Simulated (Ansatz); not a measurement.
Job for Ansatz (a program for electronic structure): R-PBE0/def2-TZVPP on FGeH3O (SMILES [OH][GeH2][F]), a point of a torsion scan.

Ansatz 0.2 input:
```yaml
crystal:
  periodic: [false, false, false]
  atoms:
    - {symbol: O, position_ang: [1.21738082, -0.07647262, -0.47272343]}
    - {symbol: Ge, position_ang: [-0.40061191, 0.04871237, 0.08442576]}
    - {symbol: F, position_ang: [-1.04075835, -1.53914983, -0.17662292]}
    - {symbol: H, position_ang: [1.96239060, 0.08521032, 0.10032203]}
    - {symbol: H, position_ang: [-1.16211096, 0.90527902, -0.86604925]}
    - {symbol: H, position_ang: [-0.51655350, 0.26892438, 1.56193381]}
basis:
  gaussian:
    orbitals: def2-TZVPP
hamiltonian:
  xc: {name: PBE0}
scf: {lower_state_search: off}
```

Program output:

```
WARN ansatz: RAYON_NUM_THREADS=1 ignored (pool sized by the plan → 1); use --threads N
Functional definition: PBE0
these checks for a lower state are left out or cut short: stability, starts, cluster_reference, orbital_swaps, neighbouring_geometries, increment
integrals: 0.06 GiB planned
885 factors; their error is unknown
mean field: 0.57 GiB planned
mean field evaluation 1: about -61316.5914 eV, gradient 6.4e1 eV
mean field evaluation 2: about -61302.9732 eV, gradient 1.1e2 eV
mean field evaluation 4: about -61322.3945 eV, gradient 4.8e0 eV
mean field evaluation 8: about -61322.4253 eV, gradient 4.8e-2 eV
mean field evaluation 16: about -61322.7109 eV, gradient 4.0e-6 eV
mean field -61322.71094082 eV, -2253.5680610489 hartree, gradient 4.0e-6 eV, S^2 0.000000; 0 other end points of the search recorded, 0 dependent functions left out
reference -61322.71096388 eV, -2253.5680618962 hartree; 26, 26 occupied and 126, 126 virtual orbitals, 885 factors
Total energy: -61322.71096388 eV, -2253.5680618962 hartree
Checks for a lower state left out: stability, starts, cluster_reference, orbital_swaps, neighbouring_geometries, increment
```

The run converged.

Cost: roughly 1.2 core-seconds.
